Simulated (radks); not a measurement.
Question: Cd, configuration [Kr] 4d10 5s2. All-electron calculation, Dirac Kohn-Sham, PW91, spin-unpolarised, spherical densities, point nucleus. Program: a radial shooting solver on a logarithmic mesh with Libxc functionals. Some entries of the table are withheld. Estimate them.

| orbital | occ. | eigenvalue (hartree) | r(max) (bohr) |
|---|---|---|---|
| 1s1/2 | 2 | -974.3331 | 0.01967 |
| 2s1/2 | 2 | -144.6155 | 0.1113 |
| 2p1/2 | 2 | -134.6393 | (1) |
| 2p3/2 | 4 | -127.5633 | (2) |
| 3s1/2 | 2 | -26.95362 | 0.3240 |
| 3p1/2 | 2 | -22.95518 | (3) |
| 3p3/2 | 4 | -21.69156 | (4) |
| 3d3/2 | 4 | -14.61263 | 0.2641 |
| 3d5/2 | 6 | -14.35586 | 0.2670 |
| 4s1/2 | 2 | -3.89203 | 0.7954 |
| 4p1/2 | 2 | (5) | 0.8285 |
| 4p3/2 | 4 | (6) | 0.8534 |
| 4d3/2 | 4 | -0.44863 | (7) |
| 4d5/2 | 6 | -0.42299 | (8) |
| 5s1/2 | 2 | -0.21049 | (9) |

Answer: 
(1) 2p1/2 r(max) (bohr): 0.08595
(2) 2p3/2 r(max) (bohr): 0.09030
(3) 3p1/2 r(max) (bohr): 0.3104
(4) 3p3/2 r(max) (bohr): 0.3204
(5) 4p1/2 eigenvalue (hartree): -2.60992
(6) 4p3/2 eigenvalue (hartree): -2.39530
(7) 4d3/2 r(max) (bohr): 0.9745
(8) 4d5/2 r(max) (bohr): 0.9853
(9) 5s1/2 r(max) (bohr): 2.330
